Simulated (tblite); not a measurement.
Compound: C₃H₂F₃S (charge -1).
Numbering: `[F:1][C:2]([F:3])([F:4])/[CH:5]=[CH:6]\[S-:7]` (hydrogens: H8 on C5; H9 on C6)
Bond orders are those of one Lewis drawing.

Computed with GFN2-xTB (tblite), gas phase: Langevin dynamics at 600 K from the optimised GFN2-xTB geometry, time step 0.5 fs, friction 0.01 fs⁻¹, 2000 steps.

The start geometry, which sets the zero of energy:
```
atom  x, y, z in Å
F1     -1.230    1.321   -0.721
C2     -1.064    0.186    0.012
F3     -2.148   -0.579   -0.324
F4     -1.328    0.576    1.290
C5      0.181   -0.551   -0.202
C6      1.429   -0.070    0.045
S7      1.889    1.432    0.631
H8      0.037   -1.551   -0.584
H9      2.247   -0.759   -0.172
```

**Question.** These frames come from the run, each turned onto the start geometry. Order them by potential energy, lowest first.
A.
```
atom  x, y, z in Å
F1     -1.796    0.861   -1.083
C2     -1.075    0.215   -0.041
F3     -1.994   -0.704    0.476
F4     -0.953    1.151    0.943
C5      0.229   -0.369   -0.449
C6      1.401   -0.229    0.193
S7      1.784    1.078    1.190
H8      0.226   -1.129   -1.177
H9      2.192   -0.868   -0.076
```
B.
```
atom  x, y, z in Å
F1     -1.566    1.152   -0.946
C2     -1.183    0.127   -0.045
F3     -2.389   -0.642   -0.003
F4     -1.308    0.857    1.120
C5      0.189   -0.478   -0.255
C6      1.460   -0.074    0.088
S7      2.181    1.132    0.982
H8      0.349   -1.355   -0.685
H9      2.282   -0.712   -0.282
```
C.
```
atom  x, y, z in Å
F1     -1.019    1.396   -0.663
C2     -1.099    0.103   -0.002
F3     -2.326   -0.263   -0.447
F4     -1.218    0.354    1.333
C5      0.150   -0.621   -0.257
C6      1.366   -0.071    0.119
S7      1.714    1.457    0.477
H8      0.151   -1.751   -0.370
H9      2.294   -0.599   -0.216
```
D.
```
atom  x, y, z in Å
F1     -1.196    1.388   -0.584
C2     -1.070    0.194    0.018
F3     -2.065   -0.671   -0.412
F4     -1.568    0.415    1.291
C5      0.184   -0.436   -0.256
C6      1.485   -0.058    0.020
S7      2.032    1.508    0.456
H8     -0.047   -1.427   -0.445
H9      2.258   -0.906   -0.113
```
E.
```
atom  x, y, z in Å
F1     -1.227    1.356   -0.663
C2     -1.038    0.161    0.095
F3     -2.118   -0.552   -0.417
F4     -1.379    0.523    1.310
C5      0.219   -0.568   -0.159
C6      1.419    0.038    0.048
S7      1.957    1.498    0.507
H8      0.086   -1.607   -0.646
H9      2.096   -0.844   -0.100
```

**Answer.** A (0.357 eV), D (0.422 eV), E (0.519 eV), C (0.732 eV), B (0.918 eV).

In the order of the answer:

```json
{"t (fs)": "925", "E above start (eV)": "0.357", "largest force (eV/Å)": "2.29", "rms force component (eV/Å)": "0.798", "rms distance from start (Å)": "0.589", "rms bond change (Å)": "0.031", "bond most changed (Å)": "F1–C2 +0.060"}
{"t (fs)": "150", "E above start (eV)": "0.422", "largest force (eV/Å)": "2.16", "rms force component (eV/Å)": "0.782", "rms distance from start (Å)": "0.175", "rms bond change (Å)": "0.036", "bond most changed (Å)": "C6–H9 +0.063"}
{"t (fs)": "350", "E above start (eV)": "0.519", "largest force (eV/Å)": "3.42", "rms force component (eV/Å)": "1.094", "rms distance from start (Å)": "0.112", "rms bond change (Å)": "0.046", "bond most changed (Å)": "C5–H8 +0.075"}
{"t (fs)": "425", "E above start (eV)": "0.732", "largest force (eV/Å)": "2.83", "rms force component (eV/Å)": "1.112", "rms distance from start (Å)": "0.229", "rms bond change (Å)": "0.047", "bond most changed (Å)": "F1–C2 +0.092"}
{"t (fs)": "575", "E above start (eV)": "0.918", "largest force (eV/Å)": "4.30", "rms force component (eV/Å)": "1.254", "rms distance from start (Å)": "0.326", "rms bond change (Å)": "0.048", "bond most changed (Å)": "C5–H8 -0.089"}
```

The cost below is that of the whole dynamics run. The run took 22 s on an Intel Xeon at 2.50 GHz with one thread, on a shared host, and the process peaked at 0.18 GiB of memory.
